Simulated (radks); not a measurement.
Results of a calculation; reference values are marked as such.
Species: Cs2+. Configuration: [Kr] 4d10 5s2 5p(up 2.75, down 2.25) (fractional occupations, a model configuration). Code: a radial shooting solver on a logarithmic mesh with Libxc functionals. Model: scalar-relativistic Kohn-Sham, PBEsol, spin-polarised, spherical densities, point nucleus.

Normalised radial functions P(r) = r R(r), r in bohr:

```
   r/bohr * 4p down, o 5p up (the largest magnitude, 1.35, reaches the edge; | marks zero, & curves that meet)
 0.001054                             &
 0.001395                             &
 0.001846                             &
 0.002443                             &
 0.003232                             &
 0.004276                             &
 0.005658                             o*
 0.007546                             o*
 0.009984                             |o*
  0.01321                             |o*
  0.01748                             |o  *
  0.02313                             | o  *
   0.0306                             |  o   *
  0.04049                             |  o     *
    0.054                             |   o     *
  0.07145                             |  o     *
  0.09454                             | o  *
   0.1251                          * o|
   0.1655                  *      o   |
    0.219              *         o    |
   0.2898                   *      o  |
   0.3865                             |  o *
   0.5113                             |       o            *
   0.6766                             |      o                   *
   0.8952                             o                    *
    1.184                   o         |          *
    1.567             o               |   *
    2.074              o              |*
    2.766                   o         *
    3.659                         o   *
    4.842                            o*
    6.406                             &
```

4p down: eigenvalue -177.56 eV, 2 radial nodes at r = 0.115, 0.355 bohr, <r> = 0.739 bohr, 90 % of the charge inside 1.08 bohr. 5p up: eigenvalue -28.984 eV, 3 radial nodes at r = 0.114, 0.342, 0.888 bohr, <r> = 1.98 bohr, 90 % of the charge inside 2.88 bohr.
